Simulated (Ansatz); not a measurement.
**From O to Te: the dipole moment**

One atom is swapped for its congeners: OCS (carbonyl sulfide) `O=C=S`; CS2 (carbon disulfide) `S=C=S`; CTeS `S=C=[Te]`. The Se member is missing. All are singlets with charge 0.

Shapes, held fixed at every level: PBE0-D4/def2-TZVP. Programs: Ansatz 0.2.0. Values in D.

```csv
level,OCS,CS2,CTeS
PBE-D4/def2-TZVPP,0.67,0.00,0.34
r2SCAN-D4/def2-TZVPP,0.68,0.00,0.28
B3LYP-D4/def2-TZVPP,0.75,0.00,0.22
wB97M-V/def2-TZVPP,0.69,0.00,0.16
measured,0.71,0.00,–
```

At wB97M-V/def2-TZVPP the dipole moment isn't monotonic: it is largest for O and smallest for S (0.69 and 0.00 D). Every level shows the same order. Measured values: NIST CCCBDB. For atoms past krypton def2 sets carry core potentials with scalar relativity. Magnitudes only: a dipole under 1 D may point either way.
